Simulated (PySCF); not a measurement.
Continuum solvent and chemical shifts

Bonds (- single, = double, # triple, : aromatic): O1-C2 1.347 Å, C2:C3 1.400 Å, C3:C4 1.390 Å, C4:C5 1.396 Å, C5:C6 1.388 Å, C6-F7 1.332 Å, C6:C8 1.390 Å, C8:C2 1.398 Å. O1 carries H9; C3 carries H10; C4 carries H11; C5 carries H12; C8 carries H13.

GIAO PBE0/pcSseg-1 in PySCF 2.14 on one PBE0-D3(BJ)/def2-SVP conformer, non-relativistic, equivalent nuclei averaged. Solvents enter as an IEF-PCM continuum (cyclohexane with ε = 2.0, chloroform with ε = 4.7) around the gas-phase geometry. Shifts are referred to TMS, CFCl3 computed in the same medium.

Gas phase, δ in ppm: C6 171.3, C2 163.5, C4 137.0, C3 114.8, C5 111.2, C8 104.2, F7 -109.6, H11 7.32, H10 6.77, H12 6.65, H13 6.21, H9 3.91. Dipole moment 0.89 D.

Problem. How does each δ change in the continuum?

Solution. 
| atoms | environment | Δδ, cyclohexane | Δδ, chloroform |
| --- | --- | --- | --- |
| C6 | aromatic carbon bearing fluorine | +0.3 | +0.7 |
| C2 | aromatic carbon bearing oxygen | +0.6 | +1.2 |
| C4 | aromatic CH | +0.5 | +0.9 |
| C3 | aromatic CH | +0.6 | +0.9 |
| C5 | aromatic CH | +0.3 | +0.5 |
| C8 | aromatic CH | +0.8 | +1.6 |
| F7 | aryl fluorine | -1.8 | -2.8 |
| H11 | hydrogen on an aromatic CH | +0.09 | +0.17 |
| H10 | hydrogen on an aromatic CH | +0.07 | +0.11 |
| H12 | hydrogen on an aromatic CH | +0.08 | +0.14 |
| H13 | hydrogen on an aromatic CH | +0.18 | +0.35 |
| H9 | hydrogen on a phenol-type oxygen | +0.47 | +0.86 |

Changes are relative to the gas phase. The dipole moment becomes 1.01 D in cyclohexane, 1.11 D in chloroform.

Problem. Which nuclei move most (in ppm), and what does the model miss?

Solution. F7 (aryl fluorine, -2.8 ppm) in chloroform. A continuum only polarises the solute; specific hydrogen bonds, the anisotropy of aromatic solvents and changes of geometry or conformer are outside it.
